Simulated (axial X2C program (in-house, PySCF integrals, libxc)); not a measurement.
**Nuclear properties of VI⁻**

Computed with an in-house all-electron X2C program for linear molecules (integrals from PySCF): two-component X2C with atomic mean-field Coulomb and Gaunt terms, Gaussian nuclei, basis I dyall-acv3z, V dyall-acv3z with contracted cores.

R = 2.791 Å (near the PBE0 minimum at charge -1 of the determinant lowest at the starting distance; the state shown can have its own minimum elsewhere).

Input and command:
```json
{"zs": [53, 23], "q": -1, "bas": ["dyall-acv3z", "dyall-acv3z"], "r0": 2.67, "levels": ["PBE0", "HF", "BP86", "PBE", "LDA"], "nst": 3}
```
```bash
python soeom.py task.json out
```

Keys: zs atomic numbers; q charge; bas basis sets; r0 starting distance in Å; levels methods; nst determinants followed.

Determinant lowest in the PBE0 search, Ω = 5/2 (⟨Sz⟩ = 2.50, ⟨Lz⟩ = 0.00 at PBE0), spin on the atoms I 0.01, V 2.49:

```tsv
level	Eeff magnitude (GV/cm)	Ws magnitude I (kHz)	Ws magnitude V (kHz)	A∥/gI I (MHz)	qzz I (a.u.)	A∥/gI V (MHz)	qzz V (a.u.)
PBE0	0.963	0.169	0.0499	28.2	1.36	143	0.52
HF	0.00491	0.0596	0.0425	0.129	0.58	-13.4	0.38
BP86	0.861	0.148	0.0458	28.3	1.78	188	0.61
PBE	0.76	0.126	0.0437	25.8	1.84	178	0.61
LDA	0.489	0.0556	0.0447	20.7	2.05	191	0.65
```

Determinant 0.11 eV from it at PBE0 and this distance, Ω = 3/2 (⟨Sz⟩ = 2.50, ⟨Lz⟩ = -1.00 at PBE0), spin on the atoms I 0.00, V 2.50:

| level | Eeff magnitude (GV/cm) | Ws magnitude I (kHz) | Ws magnitude V (kHz) | A∥/gI I (MHz) | qzz I (a.u.) | A∥/gI V (MHz) | qzz V (a.u.) |
| --- | --- | --- | --- | --- | --- | --- | --- |
| PBE0 | 0.992 | 0.317 | 0.0732 | 36.8 | 1.30 | 134 | -0.05 |
| HF | 0.384 | 0.226 | 0.0541 | -17.7 | 0.74 | -103 | -0.25 |
| BP86 | 1.38 | 0.471 | 0.0775 | 42.6 | 1.29 | 221 | 0.05 |
| PBE | 1.3 | 0.441 | 0.0731 | 39.5 | 1.34 | 203 | 0.04 |
| LDA | 1.22 | 0.397 | 0.08 | 34.8 | 1.40 | 231 | 0.05 |

Eeff is the effective electric field on the electron electric dipole moment in this Ω state and Ws the scalar–pseudoscalar constant of the nucleus named (defined with the proton number Z and per Ω); A∥ (defined per Ω) follows by multiplying with gI = μI/(I μN); qzz is the electric field gradient, eQq0 = 234.96 MHz × Q/barn × qzz. The operators were transformed with the bare-nucleus X2C matrices; with these basis sets, hyperfine constants and field gradients can be off by tens of per cent, and where levels differ in sign neither size nor sign is settled.

With Q(51V) = -0.052 barn (Q from Pyykkö, Mol. Phys. 2018), turn the PBE0 values of the first state into constants in MHz.

eQq0(51V) = 234.96 × (-0.052) × (0.52) = -6.35 MHz.

Each state is one determinant with collinear spin, which with several unpaired electrons need not be a pure state. Unrestricted Hartree–Fock can overshoot spin polarisation at the nuclei. In the state Ω = 5/2 the sign of Eeff differs between levels (HF against PBE0). In the state Ω = 3/2 the sign of Eeff differs between levels (HF against PBE0). For an anion, determinants above electron detachment, or with a positive highest level, are held by the basis set. This is the top spin component of a Σ state; components of lower Ω are not single determinants and can lie lower. With several open shells hyperfine constants can be off by a factor of several. Where Eeff spreads by more than a factor of two the levels disagree and none is to be relied on. States lie within half an eV, so the first need not be the ground state. The sign of Ws at I differs between levels in the first state. The sign of Ws at I differs between levels in the second state. Further determinants of the search, some of them spin-mixed, are not shown. Where a field gradient or hyperfine factor spreads by more than a factor of two over the levels, a constant derived from it is not to be relied on. PBE0 term energies can be off by some tenths of an eV.
